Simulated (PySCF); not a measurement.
**NMR data sheet: C$_{6}$H$_{8}$ClFSi**

```yaml
Formula: C6H8ClFSi
SMILES: C=C1C=C(F)C[C@H](Cl)[SiH2]1
Point_group_of_the_computed_structure: C1
Degrees_of_unsaturation: 3
Carbon_signals: 6
Proton_signals: 8
```

Bonds (- single, = double, # triple, : aromatic): C1=C2, C2-C3, C3=C4, C4-F5, C4-C6, C6-C7, C7-Cl8, C7-Si9, Si9-C2. C1 carries H10, H11; C3 carries H12; C6 carries H13, H14; C7 carries H15; Si9 carries H16, H17. Stereochemistry as in C=C1C=C(F)C[C@H](Cl)[SiH2]1. H11 is cis to C3; H13, H16 are cis to Cl8 on the ring; H10 is trans to C3; H14, H17 are trans to Cl8 on the ring.

How the numbers were obtained: geometry from GFN2-xTB, GIAO PBE0/pcSseg-1 shieldings, in PySCF 2.14.0 with density-fitted response routines (gas phase, relativity neglected, single conformer).

Chemical shifts δ = σref − σ; ¹H and ¹³C and ²⁹Si against TMS; ¹⁹F vs CFCl3, all at this level.

```tsv
carbon	δC, type	δH (multiplicity)	HMBC from (2–3 bonds)	span of the C tensor (ppm)
C1	136.6, CH2	H10 5.70 (br s); H11 6.16 (br s)	H12, H17, H16	214
C2	139.0, C	–	H12, H11, H10, H17, H16, H15	242
C3	120.5, CH	6.44 (m)	H11, H10, H17, H16, H14, H13	156
C4	171.7, C	–	H12, H15, H14, H13	144
C6	39.2, CH2	H13 2.98 (m); H14 3.09 (m)	H12, H17, H16, H15	16
C7	43.8, CH	3.78 (m)	H17, H16, H14, H13	64
```

Other nuclei:
```csv
atoms,nucleus,environment,δ (ppm),σ (ppm)
H17,¹H,"hydrogen on a silicon bonded to 2 C, in a 6-membered ring",4.66,27.06
H16,¹H,"hydrogen on a silicon bonded to 2 C, in a 6-membered ring",4.36,27.36
F5,¹⁹F,vinylic fluorine,-86.8,257.7
Si9,²⁹Si,"silicon bonded to 2 C, 2 H, in a 6-membered ring",-50.6,399.8
```

Carbon types of the structure: 2 × C, 2 × CH, 2 × CH2, leaving 2 H on heteroatoms. δC 171.7, 139.0: fully substituted alkene carbon. δC 136.6: terminal =CH2 carbon; as expected for a trigonal carbon in a double bond. δC 120.5: alkene CH; the olefinic region. δC 39.2: allylic sp3 CH2; aliphatic region, no heteroatom directly attached. δH 3.09, 2.98: hydrogen on an allylic sp3 CH2; allylic position.

Carbons that carry Cl, above all several Cl atoms, come out too deshielded, partly because spin–orbit coupling is missing. Splittings by ¹⁹F in the carbon and heteronuclear signals aren't shown, as no couplings were computed. Shifts are as computed. Against solution values, carbons near 30 ppm lie about +3 ppm off and those near 130 ppm about +5 ppm; carbons on Cl a further +6 ppm. Of 1309 compounds with measured shifts, 239 miss one by over three times the rms of a fit or turn the order of signals round; such compounds aren't used in these exercises. Unscaled 19F shifts against computed CFCl3 carry errors that often reach 10 to 50 ppm. Multiplicities follow the n + 1 count of equivalent neighbours, as no J values were calculated; m marks all less simple cases, F and P coupling included.
